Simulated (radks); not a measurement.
Task: Sm V, 58 electrons, occupied as [Kr] 4d10 4f4 5s1.75 5p6 6p0.25 (fractional occupations, a model configuration). Method: scalar-relativistic Kohn-Sham, r2SCAN, spin-polarised, spherical densities, finite nucleus; open shells are filled with parallel spins first (spin-orbit coupling, left out, can overturn this in heavy ions); meta-GGA in the generalised Kohn-Sham scheme; Fermi nuclear charge, rms radius 5.0819 fm; computed with a radial shooting solver on a logarithmic mesh with Libxc functionals. Some entries of the table are withheld. Estimate them.

orbital,occ.,eigenvalue (hartree),<1/r> (bohr^-1)
1s up,1,-1719.826,68.81
1s down,1,-1719.825,68.81
2s up,1,-283.4941,15.94
2s down,1,-283.4941,15.94
2p up,3,-252.9783,14.95
2p down,3,-252.9776,14.95
3s up,1,-64.06428,5.842
3s down,1,-63.99332,5.847
3p up,3,-54.47393,5.500
3p down,3,-54.40269,5.505
3d up,5,-41.48303,5.210
3d down,5,-41.42695,5.215
4s up,1,-14.55387,2.451
4s down,1,-14.37596,2.450
4p up,3,-11.37142,2.261
4p down,3,-11.19230,2.260
4d up,5,-6.88556,1.994
4d down,5,-6.70417,1.992
5s up,1,-3.35187,0.9952
5s down,0.75,-3.25444,0.9743
5p up,3,-2.50108,(1)
5p down,3,-2.42877,(2)
4f up,4,(3),1.514
4f down,0,(4),1.495
6p up,0.25,-0.93425,(5)

Result: 
(1) 5p up <1/r> (bohr^-1): 0.8724
(2) 5p down <1/r> (bohr^-1): 0.8526
(3) 4f up eigenvalue (hartree): -2.03857
(4) 4f down eigenvalue (hartree): -1.86636
(5) 6p up <1/r> (bohr^-1): 0.3722
